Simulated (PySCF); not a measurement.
A GIAO shielding run with PySCF 2.14 (density fitting, non-relativistic, gas phase) on `C1C([Si@H](C=C)[SiH2]C)C1`, C6H14Si2:

```
$ OMP_NUM_THREADS=1 python probes_run.py task.json out

{"job": {"kind": "nmr", "xc": "PBE0", "basis": "pcSseg-1"}, "charge": 0, "multiplicity": 1}
C     -1.745127     2.337994     0.641453
C     -1.407250     1.690426    -0.462515
Si     0.083977     0.544141    -0.635996
Si    -0.583883    -1.679141    -0.499569
C     -1.097611    -2.306100    -2.218363
C      1.323778     1.002383     0.713778
C      2.442597     0.062882     1.061257
C      1.322594     0.269053     2.025155
H     -1.147575     2.272330     1.536291
H     -2.622267     2.964416     0.708674
H     -2.047902     1.791251    -1.330884
H      0.723616     0.895758    -1.925454
H     -1.729593    -1.882159     0.404001
H      0.468248    -2.584050    -0.004949
H     -1.950932    -1.750949    -2.597556
H     -0.290411    -2.195908    -2.936985
H     -1.373843    -3.355943    -2.193053
H      1.575632     2.055099     0.780489
H      3.410405     0.479391     1.300533
H      2.498977    -0.881699     0.540241
H      1.520355     0.827174     2.929238
H      0.615804    -0.536963     2.163365
```

Hardware: 1 thread of an Arm Neoverse V1, shared host. The job also computes population analyses, field gradients, ring-centre shieldings.

**Question.** How large is the calculation?

**Answer.** 78 electrons, 220 basis functions and 1184 auxiliary functions.

**Question.** How long does it take, and how much memory does it need?

**Answer.** 81 s of wall time, with 13 SCF cycles and 4 response iterations; peak memory 0.9 GiB. Times on a shared host scatter by some tens of per cent.
